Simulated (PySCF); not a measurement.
Cartesian coordinates (Å):
```xyz
8

W     -0.0868     0.0053     0.0377
Cl     2.1442     0.0695    -0.6564
Cl    -0.5928     1.6228    -1.5417
Cl     0.3473     1.6971     1.5905
Cl    -0.5346    -1.6461    -1.5536
Cl    -2.3307    -0.0180     0.6902
O      0.3204    -1.2875     1.3020
H      0.5348    -1.9647     1.9656
```
Charge 0, multiplicity 1.

**Question.** Estimate the dipole moment, HOMO, total energy, charge on the central atom (Mulliken) and LUMO that TPSSh-D3(BJ)/def2-TZVP // BP86-D3(BJ)/def2-SVP run with PySCF returns for this input.

**Answer.** 
```yaml
dipole_moment: 3.27 D
HOMO: -8.15 eV
total_energy: -2444.3635 Ha
charge on the central atom (Mulliken): 1.22 e
LUMO: -5.37 eV
```
